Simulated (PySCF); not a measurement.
**Question.** Write Cartesian coordinates for `O=Cc1ccccn1` as optimised with PBE0-D3(BJ)/def2-SVP.

**Answer.** 
```
atom  x, y, z in Å
O1     3.0541    0.6787    0.1912
C2     2.3405   -0.2714   -0.0018
C3     0.8521   -0.2085    0.0058
C4     0.2026    1.0053    0.2466
C5    -1.1872    1.0141    0.2428
C6    -1.8596   -0.1824    0.0005
C7    -1.1119   -1.3402   -0.2284
N8     0.2154   -1.3577   -0.2266
H9     2.7364   -1.2964   -0.2061
H10    0.8026    1.8995    0.4279
H11   -1.7413    1.9381    0.4256
H12   -2.9509   -0.2238   -0.0123
H13   -1.6163   -2.2939   -0.4214
```

Orientation and origin are arbitrary. Atoms count from 1 in this order. The 5 C–C bonds span 1.390 Å (C4–C5, aromatic) to 1.490 Å (C2–C3, drawn single), a spread of 0.100 Å. The 6-membered ring C3–C4–C5–C6–C7–N8 has internal angles of 117.8° to 123.8°; it is planar, 0.00 Å rms from its mean plane, widest ring torsion 0°. Of the pairs four or more bonds apart, O1···H10 is among the closest relative to their van der Waals radii: 2.57 Å, 95 % of the sum of Bondi's values. N8 (pyridine-type nitrogen) is bent (angle 117.8°).

Bonds between heavy atoms (Å): O1=C2 1.204, C2–C3 1.490, C3–C4 1.398, C4–C5 1.390, C5–C6 1.394, C6–C7 1.397, C7–N8 1.327, C3–N8 1.334.

The calculation used PBE0-D3(BJ)/def2-SVP geometry optimisation, gas phase (PySCF).

Point group: Cs (tolerance 0.08 Å). Not checked by PBE0-D3(BJ)/def2-SVP frequencies. The numbers are those of one conformer (O1–C2–C3–C4 0°).

Hardware: one thread, Intel Xeon Platinum 8488C (x86_64), no GPU, shared host. Cost: 43 s, 0.54 GiB resident at most. That covers the optimisation of the geometry.
